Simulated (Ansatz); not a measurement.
Reaction (substitution at a C–Si bond): `CB[SiH2]CC` + H₂Te → `CC[TeH]` + `CB[SiH3]`

Gas-phase electronic energies from Ansatz, PBE0-D4/def2-TZVP geometries. CCSD(T)/CBS is the MP2 limit (def2-TZVPP, def2-QZVPP) plus CCSD(T) − MP2 in def2-TZVPP, frozen cores. Elements past krypton have def2 core potentials. For Te outer-core shells are correlated without core-valence functions, which leaves a few kJ/mol of doubt a bond. One conformer a species, not always the lowest.

`CB[SiH2]CC`:

```xyz
16

C    -1.233   -1.103    1.568
B    -0.298    0.122    1.772
Si    0.351    1.336    0.295
C     0.152    0.630   -1.441
C     1.024   -0.599   -1.685
H    -1.043   -1.922    2.267
H    -2.231   -0.723    1.847
H    -1.316   -1.493    0.552
H    -0.015    0.419    2.902
H    -0.422    2.614    0.414
H     1.787    1.689    0.513
H     0.386    1.412   -2.170
H    -0.905    0.383   -1.593
H     0.884   -1.003   -2.692
H     2.085   -0.361   -1.572
H     0.796   -1.402   -0.978
```

H₂Te:

Cartesian coordinates in Å:
```
Te -0.426 -0.399 0.514
H 0.195 -0.722 -0.986
H 0.231 1.121 0.473
```

`CC[TeH]`:

Z-matrix (Å, degrees):
```
C
C 1 1.514
H 1 1.094 2 110.3
H 1 1.093 2 111.6 3 119.5
H 1 1.093 2 111.6 3 -119.6
Te 2 2.158 1 109.9 3 -180.0
H 2 1.089 1 111.7 3 -61.2
H 2 1.089 1 111.7 3 61.3
H 6 1.658 2 94.0 1 -179.8
```

`CB[SiH3]`:

```xyz
10

C     0.706    0.147    1.405
B     0.291    0.634   -0.006
Si   -0.759   -0.470   -1.329
H    -0.110    0.531    2.046
H     1.619    0.601    1.798
H     0.723   -0.934    1.556
H     0.572    1.756   -0.332
H    -1.922    0.285   -1.878
H    -1.261   -1.762   -0.780
H     0.141   -0.789   -2.479
```

```tsv
species	MP2/CBS(def2) energy (Eh)
`CB[SiH2]CC`	-434.53486
H₂Te	-268.91107
`CC[TeH]`	-347.40221
`CB[SiH3]`	-356.03727
```

(1) Work out ΔE.

Largest T1 diagnostic among the species: 0.012.

Results:

(1) ΔE = (-347.40221) + (-356.03727) − (-434.53486) − (-268.91107) = 0.00645 Eh = +0.18 eV. CCSD(T)/CBS gives +0.21 eV.
